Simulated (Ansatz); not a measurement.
C3H5FSi, SMILES `CC1=C[SiH]1F`. The species carries charge 0 and has multiplicity 1.

Cartesian coordinates in Å:
```
C -1.327 -0.760 -0.427
C -0.076 -0.099 0.000
C 1.189 -0.493 0.255
Si 0.994 1.260 0.454
F 1.544 2.313 -0.615
H -1.660 -0.350 -1.385
H -1.204 -1.841 -0.534
H -2.128 -0.564 0.291
H 1.691 -1.455 0.224
H 0.978 1.987 1.737
```

(1) What are the harmonic wavenumbers in cm⁻¹ at PBE0-D4/def2-TZVP (Ansatz, finite differences of forces, unscaled)? (Best estimate.)

(2) Is this a minimum?

(3) Give the ideal-gas thermochemistry at 298.15 K and 1 bar (rigid rotor, harmonic oscillator; point group C1, symmetry number 1).

## Answers

(1) Ansatz gave: 126, 166, 277, 311, 399, 610, 630, 763, 837, 858, 937, 984, 1038, 1045, 1215, 1389, 1466, 1468, 1625, 2278, 3042, 3115, 3121, 3187.

(2) Yes, all 24 modes are real.

(3) Zero-point energy 184.7 kJ/mol; H(298) − E = 203.0 kJ/mol; entropy 321.4 J/(mol·K), of which translation 164.7, rotation 109.5, vibration 47.1; G(298) − E = 107.2 kJ/mol.
